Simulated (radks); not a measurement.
All-electron atom: Hg I in [Hg] (the NIST ground configuration). All-electron calculation, scalar-relativistic Kohn-Sham, Wu-Cohen GGA, spin-polarised, spherical densities, point nucleus. Program: a radial shooting solver on a logarithmic mesh with Libxc functionals.

Normalised radial functions P(r) = r R(r), r in bohr:

```
   r/bohr * 4f, o 5p, + 5d (the largest magnitude, 1.48, reaches the edge; | marks zero, & curves that meet)
 0.002458                             &
 0.003879                             &
  0.00612                             &o
 0.009579                             & o
  0.01511                             &  o
  0.02384                             *+   o
  0.03762                             * +   o
  0.05936                             |* o+
  0.09365                         o   |   *+
   0.1478                      o      |   +      *
   0.2331                         +   |   o                *
   0.3678                     +       |          o               *
   0.5803                      o      | +                  *
   0.9083        o                    |        *    +
    1.433                o            | *            +
    2.261                          o  *       +
    3.567                             &  +
    5.628                             &
     8.88                             &
```

4f: eigenvalue -95.960 eV, 0 radial nodes, <r> = 0.483 bohr, 90 % of the charge inside 0.772 bohr. 5p: eigenvalue -66.538 eV, 3 radial nodes at r = 0.0716, 0.207, 0.505 bohr, <r> = 1.04 bohr, 90 % of the charge inside 1.51 bohr. 5d: eigenvalue -9.870 eV, 2 radial nodes at r = 0.189, 0.547 bohr, <r> = 1.50 bohr, 90 % of the charge inside 2.35 bohr.
